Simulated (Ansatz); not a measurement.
Reaction (cleavage of the Ge–Si bond): `Cl[Si](Cl)(Cl)[GeH3]` + `[SH][GeH3]` → `[GeH3][S][GeH3]` + trichlorosilane

Computed with Ansatz on PBE0-D4/def2-TZVP structures; ΔE is electronic, products minus reactants. CCSD(T)/CBS is the MP2 limit (def2-TZVPP, def2-QZVPP) plus CCSD(T) − MP2 in def2-TZVPP, frozen cores. This one scheme is used for every species. For Ge outer-core shells are correlated without core-valence functions, which leaves a few kJ/mol of doubt a bond. Scalar relativity is left out up to krypton.

```json
{"species": "`Cl[Si](Cl)(Cl)[GeH3]`", "CCSD(T)/CBS(def2) energy (Eh)": "-3746.48623"}
{"species": "`[SH][GeH3]`", "CCSD(T)/CBS(def2) energy (Eh)": "-2476.30083"}
{"species": "`[GeH3][S][GeH3]`", "CCSD(T)/CBS(def2) energy (Eh)": "-4553.63258"}
{"species": "`Cl[SiH](Cl)Cl`", "CCSD(T)/CBS(def2) energy (Eh)": "-1669.16736"}
```

Question: Work out ΔE.

Answer: ΔE = (-4553.63258) + (-1669.16736) − (-3746.48623) − (-2476.30083) = -0.01288 Eh = -33.8 kJ/mol.

Question: What do rigid-rotor, harmonic-oscillator terms from PBE0-D4/def2-TZVP frequencies (298.15 K, 1 bar) make of the CCSD(T)/CBS value? (Estimate.)

Answer: Ansatz gave: ΔZPE = +3.4 kJ/mol, ΔH = -32.6 kJ/mol, ΔS = -4 J/(mol·K), ΔG = -31.5 kJ/mol. Modes under 50 cm⁻¹ make the entropy rough.

Largest T1 diagnostic among the species: 0.011.

Leaving LDA and LC-ωPBE aside and taking each functional with its dispersion term where it has one, the values, not all of them listed here, spread over 13.4 kJ/mol, from PBE-QIDH to PBE-D4. In def2-TZVPP, CCSD(T) changes the Hartree–Fock value by +12.3 kJ/mol (the triples alone add +0.6 kJ/mol) and MP2 by +7.2 kJ/mol.
